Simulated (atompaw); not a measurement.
## Reading a pseudo-wave (Al)

Columns: radius, all-electron u(r) and pseudo u(r) of the 3s shell (level -7.75 eV) of aluminium in the configuration [Ne] 3s2 3p1; PBE, scalar-relativistic, PAW (atompaw) scheme, atompaw 4.2.0.5.

```json
{"r (bohr)": "0.088", "all-electron": "0.1352", "pseudo": "0.0470"}
{"r (bohr)": "0.177", "all-electron": "-0.0330", "pseudo": "0.0943"}
{"r (bohr)": "0.265", "all-electron": "-0.1921", "pseudo": "0.1406"}
{"r (bohr)": "0.354", "all-electron": "-0.2788", "pseudo": "0.1866"}
{"r (bohr)": "0.442", "all-electron": "-0.2938", "pseudo": "0.2312"}
{"r (bohr)": "0.531", "all-electron": "-0.2566", "pseudo": "0.2750"}
{"r (bohr)": "0.619", "all-electron": "-0.1872", "pseudo": "0.3169"}
{"r (bohr)": "0.708", "all-electron": "-0.0988", "pseudo": "0.3576"}
{"r (bohr)": "0.796", "all-electron": "-0.0039", "pseudo": "0.3961"}
{"r (bohr)": "0.885", "all-electron": "0.0925", "pseudo": "0.4330"}
{"r (bohr)": "0.973", "all-electron": "0.1837", "pseudo": "0.4673"}
{"r (bohr)": "1.062", "all-electron": "0.2690", "pseudo": "0.4997"}
{"r (bohr)": "1.150", "all-electron": "0.3451", "pseudo": "0.5292"}
{"r (bohr)": "1.238", "all-electron": "0.4124", "pseudo": "0.5563"}
{"r (bohr)": "1.327", "all-electron": "0.4712", "pseudo": "0.5811"}
{"r (bohr)": "1.415", "all-electron": "0.5208", "pseudo": "0.6028"}
{"r (bohr)": "1.504", "all-electron": "0.5627", "pseudo": "0.6220"}
{"r (bohr)": "1.592", "all-electron": "0.5968", "pseudo": "0.6382"}
{"r (bohr)": "1.681", "all-electron": "0.6243", "pseudo": "0.6517"}
{"r (bohr)": "1.769", "all-electron": "0.6451", "pseudo": "0.6621"}
{"r (bohr)": "1.858", "all-electron": "0.6601", "pseudo": "0.6698"}
{"r (bohr)": "1.946", "all-electron": "0.6696", "pseudo": "0.6745"}
{"r (bohr)": "2.035", "all-electron": "0.6743", "pseudo": "0.6763"}
{"r (bohr)": "2.123", "all-electron": "0.6747", "pseudo": "0.6753"}
{"r (bohr)": "2.212", "all-electron": "0.6713", "pseudo": "0.6713"}
{"r (bohr)": "2.300", "all-electron": "0.6646", "pseudo": "0.6646"}
```

Q: How many radial nodes do the two functions have?

A: The all-electron 3s function has n − l − 1 = 2; the pseudo-wave has 0, since the states of the same l below it are removed with the core.

Q: Is the pseudo-wave norm-conserving?

A: No, it belongs to a PAW set: the norm inside the radius is not constrained, and the difference is carried by the augmentation charge.
